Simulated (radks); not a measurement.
Values are calculated unless marked as measured or tabulated.
Species: the ruthenium ion Ru2+. Configuration: [Kr] 4d6 (the NIST ground configuration).

Code: a radial shooting solver on a logarithmic mesh with Libxc functionals. Model: Dirac Kohn-Sham, PBEsol, spin-unpolarised, spherical densities, finite nucleus; open shells fill j = l - 1/2 first; Fermi nuclear charge, rms radius 4.4809 fm.

Energy parts (eV):
total: -123219.431
kinetic: 128212.435
electron-nucleus: -297321.243
Hartree: 49447.064
exchange-correlation: -3557.687

Orbitals (lengths in bohr, moments of r in powers of bohr):
| orbital | occ. | eigenvalue (eV) | <1/r> | small-component weight |
|---|---|---|---|---|
| 1s1/2 | 2 | -21932.35 | 45.86 | 2.58e-02 |
| 2s1/2 | 2 | -3170.219 | 10.49 | 5.34e-03 |
| 2p1/2 | 2 | -2931.421 | 10.47 | 5.35e-03 |
| 2p3/2 | 4 | -2800.619 | 9.918 | 5.16e-03 |
| 3s1/2 | 2 | -574.6527 | 3.623 | 1.46e-03 |
| 3p1/2 | 2 | -482.0095 | 3.525 | 1.40e-03 |
| 3p3/2 | 4 | -459.8100 | 3.392 | 1.35e-03 |
| 3d3/2 | 4 | -295.6623 | 3.215 | 1.24e-03 |
| 3d5/2 | 6 | -291.3353 | 3.181 | 1.22e-03 |
| 4s1/2 | 2 | -96.2734 | 1.355 | 3.49e-04 |
| 4p1/2 | 2 | -68.5931 | 1.234 | 2.99e-04 |
| 4p3/2 | 4 | -65.1612 | 1.194 | 2.86e-04 |
| 4d3/2 | 4 | -24.2834 | 0.8797 | 1.65e-04 |
| 4d5/2 | 2 | -23.9100 | 0.8698 | 1.62e-04 |

The highest occupied level is 4d5/2 at -23.910 eV. The density falls to 0.001 e/bohr^3 at r = 3.48 bohr. For comparison, the ionisation energy in NIST's Atomic Spectra Database is 28.470 eV (semi-empirical). In exact Kohn-Sham theory the highest level is minus the ionisation energy, but local and semilocal functionals leave it too shallow, through self-interaction and a potential that decays too fast; potentials with the right tail come closer. The electron density at the nucleus is 1.099e+05 e/bohr^3.

Beside tabulated values, note that spin-unpolarised runs miss the spin-polarisation part of the exchange energy of open shells.
